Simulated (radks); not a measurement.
Problem. These are the eigenvalues of the occupied orbitals of an atom or ion with whole-number occupations (hartree). All-electron calculation, Dirac Kohn-Sham, PBE, spin-unpolarised, spherical densities, finite nucleus; Fermi nuclear charge, rms radius of each element as measured or else 0.836 A^(1/3) + 0.57 fm. Program: a radial shooting solver on a logarithmic mesh with Libxc functionals.

orbital  eigenvalue
1s1/2     -199.1589
2s1/2     -24.23799
2p1/2     -20.75265
2p3/2     -20.49196
3s1/2      -4.52934
3p1/2      -3.56453
3p3/2      -3.53100
3d3/2      -2.03006
3d5/2      -2.02644

Which element is it, and in what charge state? The configuration may be excited. Open shells, if any, are shared by 2j + 1.

Solution. Z = 23, vanadium, charge +4: V4+ in [Ar] 3d1. The list shows which subshells hold electrons but not how many an open one holds; the 1s level, -199.16 hartree, gives Z - s = 20.0 by -(Z - s)^2/2, which with screening and relativity narrows Z to a few neighbours, and the depths of the outer levels then fix element, charge and occupations together.
